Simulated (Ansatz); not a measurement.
Consider the ligand exchange at the Si–N bond: `[AlH2][N]([SiH3])[SiH3]` + `O[SiH](O)[SiH3]` → `O[SiH]([SiH3])O[SiH3]` + `[AlH2][NH][SiH3]`.

Program: Ansatz. Geometries: PBE0-D4/def2-TZVP. ΔE: electronic, gas phase. CBS: MP2 limit from def2 TZ/QZ plus the TZ coupled-cluster correction, frozen cores. This one scheme is used for every species. DFT in def2-TZVPP. B3LYP here is the variant with VWN-RPA as its local correlation; programs differ in this. One conformer a species, not always the lowest.

```tsv
level	ΔE (kJ/mol)	difference from CCSD(T)/CBS
PBE-D4	-41.2	6.3
BHLYP-D4	-55.6	-8.1
ωB97X-V	-48.9	-1.4
ωB97M-V	-47.2	0.3
B2PLYP	-52.9	-5.4
PBE-QIDH	-45.7	1.8
B3LYP	-56.2	-8.7
r2SCAN0	-49.5	-2.0
BHLYP	-59.3	-11.8
CAM-B3LYP	-56.7	-9.2
LC-ωPBE	-47.0	0.5
CCSD(T)/def2-SVP	-44.7	2.8
HF/def2-TZVPP	-66.8	-19.3
SCS-MP2/def2-QZVPP	-50.8	-3.3
HF/CBS(def2)	-68.2	-20.7
MP2/CBS(def2)	-46.3	1.2
CCSD(T)/CBS	-47.5	0
```

Largest T1 diagnostic among the species: 0.013.

Leaving LDA and LC-ωPBE aside and taking each functional with its dispersion term where it has one, the values, not all of them listed here, spread over 16.1 kJ/mol, from BHLYP-D4 to revPBE-D4. LDA lies +4.3 kJ/mol from PBE without D4. The D4 term adds +3.8 kJ/mol with B3LYP and +1.7 kJ/mol with PBE0; it sums over pairs of atoms, weighted by their polarisabilities, and B3LYP, whose exchange is more repulsive, gets the larger term.
